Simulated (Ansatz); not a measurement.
Consider the redistribution: `O[SiH2][Si](O)(F)F` + `[CH3][Zn][CH2]S` → `O[SiH2][SiH](O)F` + `[CH3][Zn][CH](F)S`.

Calculated with Ansatz (gas phase, PBE0-D4/def2-TZVP geometries, no zero-point term in ΔE). CBS: MP2 limit from def2 TZ/QZ plus the TZ coupled-cluster correction, frozen cores. DFT in def2-TZVPP. B3LYP here is the variant with VWN-RPA as its local correlation; programs differ in this. For Zn outer-core shells are correlated without core-valence functions, which leaves a few kJ/mol of doubt a bond. Scalar relativity is left out up to krypton. Each species was taken in one conformer, which may not be the lowest.

| level | ΔE (kJ/mol) | difference from CCSD(T)/CBS |
| --- | --- | --- |
| PBE-D4 | 225.8 | -26.9 |
| r2SCAN-D4 | 242.2 | -10.5 |
| r2SCAN | 242.1 | -10.6 |
| B3LYP | 238.9 | -13.8 |
| HF/def2-TZVPP | 258.6 | 5.9 |
| MP2/def2-TZVPP | 261.7 | 9.0 |
| CCSD(T)/def2-TZVPP | 250.6 | -2.1 |
| SCS-MP2/def2-QZVPP | 258.4 | 5.7 |
| HF/CBS(def2) | 261.5 | 8.8 |
| MP2/CBS(def2) | 263.8 | 11.1 |
| CCSD(T)/CBS | 252.7 | 0 |

Largest T1 diagnostic among the species: 0.014.

From PBE to PBE0 (25 % exact exchange), in def2-TZVPP and without D4, ΔE moves by +12.8 kJ/mol.
